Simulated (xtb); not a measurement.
CH6BeGeS, SMILES C[S][Be][GeH3]. All values are semi-empirical tight-binding results from xtb (GFN2-xTB unless named), good for trends rather than for accurate numbers. Geometry optimised at GFN2-xTB. The structure was generated by enumeration; whether it is a known compound was not checked. The values are those of a single conformer.

Optimised geometry:

```xyz
10

Be     0.0188    -0.0763    -0.3437
S     -0.3994    -0.6071    -2.1053
C     -2.1047    -1.1969    -2.4023
H     -2.2851    -2.0930    -1.8189
H     -2.1674    -1.4207    -3.4625
H     -2.8117    -0.4173    -2.1409
Ge     0.7299     0.5850     1.5696
H      1.0733    -0.4461     2.6030
H      1.9655     1.4278     1.6619
H     -0.1888     1.4289     2.4035
```

For metal compounds this method's bond lengths and energies can be far off.

```json
{
 "orbital_gap": "3.45 eV",
 "zero_point_energy": "38.4 kcal/mol",
 "G − E(el) at 298.15 K (modified RRHO)": "16.6 kcal/mol"
}
```

Computed atomic charges and the Wiberg bond orders between heavy atoms:
charges (e) Be1 0.52, S2 -0.47, C3 -0.02, H4 0.05, H5 0.06, H6 0.05, Ge7 -0.04, H8 -0.05, H9 -0.04, H10 -0.05. Bond orders Be1–S2 1.09, S2–C3 0.96, Be1–Ge7 0.81.
